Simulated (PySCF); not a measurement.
**C2H3F3O2Si**

The system: C2H3F3O2Si, a carbene (divalent C1, bonded to 2 O); neutral, singlet. The structure, one conformer, was relaxed in the gas phase by PBE0-D3(BJ)/def2-SVP. No frequency run checks that it is a minimum.

SMILES: CO[C]O[Si](F)(F)F

```xyz
11

C    -0.230    1.249    0.142
O    -1.003    1.216   -0.890
C    -1.253    0.022   -1.655
O     0.268    0.005    0.356
Si    1.300   -0.320    1.605
F     2.658   -0.877    0.993
F     0.641   -1.465    2.492
F     1.620    0.934    2.518
H    -1.715   -0.748   -1.022
H    -0.316   -0.368   -2.073
H    -1.937    0.324   -2.455
```
Atoms count from 1 in this order.

Shieldings: GIAO PBE0/pcSseg-1. Shifts are against computed references at the same level: C TMS (σ 184.4 ppm), H TMS (σ 31.27 ppm), Si TMS (σ 352.0 ppm). Core levels by delta-SCF with SCAN, pcX-2 on the ionised atom and pcseg-1 elsewhere, spin-free X2C (2p3/2 is the spin-free 2p value less a third of a first-order spin-orbit splitting); from the vacuum level, for chosen atoms.

Problem. Give the shieldings and core levels atom by atom.

Solution. 
```
     atoms   bonded to  σ (ppm)  δ (ppm)  core level (eV)
        C1         2 O   -124.6    309.0        1s 294.39
        O2         2 C     41.7        -        1s 540.49
        C3   1 O + 3 H    133.4     51.0        1s 292.92
        O4  1 C + 1 Si     14.2        -        1s 540.15
       Si5   3 F + 1 O    448.1    -96.1     2p3/2 111.20
     F6 F7        1 Si    332.0        -                -
        F8        1 Si    333.0        -                -
H9 H10 H11         1 C    27.40     3.86                -
```

Values are those of this one static structure, with the three H of a rotating XH3 group averaged; atoms that internal rotation interchanges would show their mean in an NMR spectrum.

The core-hole state of C1 is spin-contaminated (⟨S²⟩ 0.82 against 0.75 for a pure doublet), so that value and differences from it are less sure.

Problem. Which of O2, O4 holds its core electrons tightest, and by how much against the loosest?

Solution. O2 (bonded to 2 C), by 0.34 eV over O4 (bonded to 1 C + 1 Si).

Problem. By CAM-B3LYP/def2-SVPD (TDDFT singlets, Tamm-Dancoff triplets, ionisation by delta-SCF), where does absorption start, and what does vertical ionisation take?

Solution. The lowest singlet lies at 4.64 eV (f 0.021), the strongest of the first 6 at 8.02 eV (f 0.023), the lowest triplet at 2.70 eV; vertical ionisation takes 9.82 eV.
